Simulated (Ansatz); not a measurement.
A set of 12 reactions (carbene extrusion), with CCSD(T)/CBS values in kJ/mol:

```
                                                  reaction     ΔE
          `COB(C)[SeH]` → `[CH2]` (triplet) + `CB(O)[SeH]`  390.0
  `C[CH2][GeH2][CH3]` → `C[CH2][GeH3]` + `[CH2]` (triplet)  466.6
         `C[C@H](F)[C@H](F)C(F)F` → `CC(F)C(F)F` + `[CH]F`  372.5
                      `CCOBF` → `COBF` + `[CH2]` (triplet)  448.8
                  `CCOCC#N` → `CCOC#N` + `[CH2]` (triplet)  447.2
                `C=C(O)CS` → `[CH2]` (triplet) + `C=C(O)S`  444.1
                                 `CC(F)I` → `CI` + `[CH]F`  375.9
      `[OH][GeH]([SH])[CH2]F` → `[CH]F` + `[OH][GeH2][SH]`  375.7
`[SiH3]CC[SiH2]Cl` → `[SiH3]C[SiH2]Cl` + `[CH2]` (triplet)  410.6
                `CSB(O)CF` → `[CH2]` (triplet) + `CSB(O)F`  236.1
                  `CC[Se]C` → `C[Se]C` + `[CH2]` (triplet)  437.4
                `CC=C=C=N` → `[CH2]` (triplet) + `C=C=C=N`  451.4
```

Program: Ansatz. Geometries: PBE0-D4/def2-TZVP. ΔE: electronic, gas phase. CCSD(T)/CBS adds triple-zeta CCSD(T) − MP2 to the extrapolated MP2 energy (def2 sets, frozen cores). This one scheme is used for every species. DFT in def2-TZVPP. B3LYP here is the variant with VWN-RPA as its local correlation; programs differ in this. Triplets are unrestricted, without spin–orbit coupling. Elements past krypton have def2 core potentials. For Ge, I, Se outer-core shells are correlated without core-valence functions, which leaves a few kJ/mol of doubt a bond. Scalar relativity is left out up to krypton. Each species was taken in one conformer, which may not be the lowest.

(1) Give the mean, mean absolute and largest difference (level minus CCSD(T)/CBS, kJ/mol) for: r2SCAN-D4, PBE0-D4, ωB97X-V, r2SCAN, PBE0, B3LYP, MP2/def2-TZVPP, SCS-MP2/def2-TZVPP, HF/def2-QZVPP, MP2/def2-QZVPP, SCS-MP2/def2-QZVPP, HF/CBS(def2), MP2/CBS(def2), CCSD/CBS(def2). (An estimate is asked.)

The largest T1 diagnostic in the set is 0.018, for `[CH]F` (customary mark 0.02).

CCSD(T)/CBS is a level of theory with its own doubt, and the functionals carry their triple-zeta basis error, so these figures describe this set and don't rank the functionals.

Answers

(1) Computed: 
```
             level    mean  mean absolute  largest
         r2SCAN-D4   -12.4           23.6    -33.4
           PBE0-D4     3.4            9.1     25.0
           ωB97X-V     9.3            9.3     16.9
            r2SCAN   -14.3           24.5    -35.3
              PBE0    -2.7           11.0     18.8
             B3LYP   -17.0           17.0    -24.2
    MP2/def2-TZVPP     6.2            7.5     22.7
SCS-MP2/def2-TZVPP     2.1            2.4      3.5
     HF/def2-QZVPP  -124.3          124.3   -153.9
    MP2/def2-QZVPP    11.8           11.8     26.5
SCS-MP2/def2-QZVPP     8.5            8.5     11.6
      HF/CBS(def2)  -124.4          124.4   -153.9
     MP2/CBS(def2)    16.1           16.1     29.9
    CCSD/CBS(def2)    -9.4            9.4    -12.5
```
